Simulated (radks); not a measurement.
All-electron atom: Nd49+ in [Ne] 3s1. All-electron calculation, Dirac Kohn-Sham, PBE, spin-unpolarised, spherical densities, point nucleus. Program: a radial shooting solver on a logarithmic mesh with Libxc functionals.

Unscreened Slater integrals over Kohn-Sham orbitals (cm^-1). Large and small components are both included. Empty in this configuration: 3p1/2.

F0(3s1/2,3s1/2): 832340
F0(3s1/2,2p3/2): 1087300
G1(3s1/2,2p3/2): 113810
F0(3s1/2,2p1/2): 1100800
G1(3s1/2,2p1/2): 115890
F0(3s1/2,2s1/2): 1068500
G0(3s1/2,2s1/2): 97429
F0(3s1/2,3p1/2): 855700
G1(3s1/2,3p1/2): 534670
F0(2p3/2,2p3/2): 2252400
F2(2p3/2,2p3/2): 1075400
F0(2p3/2,2p1/2): 2332000
G2(2p3/2,2p1/2): 1060700
F0(2p3/2,2s1/2): 2104300
G1(2p3/2,2s1/2): 1187300
F0(2p3/2,3p1/2): 1159500
G2(2p3/2,3p1/2): 129670
F0(2p1/2,2p1/2): 2423600
F0(2p1/2,2s1/2): 2167200
G1(2p1/2,2s1/2): 1160600
F0(2p1/2,3p1/2): 1177200
G0(2p1/2,3p1/2): 129870
F0(2s1/2,2s1/2): 2011200
F0(2s1/2,3p1/2): 1130000
G1(2s1/2,3p1/2): 98639
F0(3p1/2,3p1/2): 885110
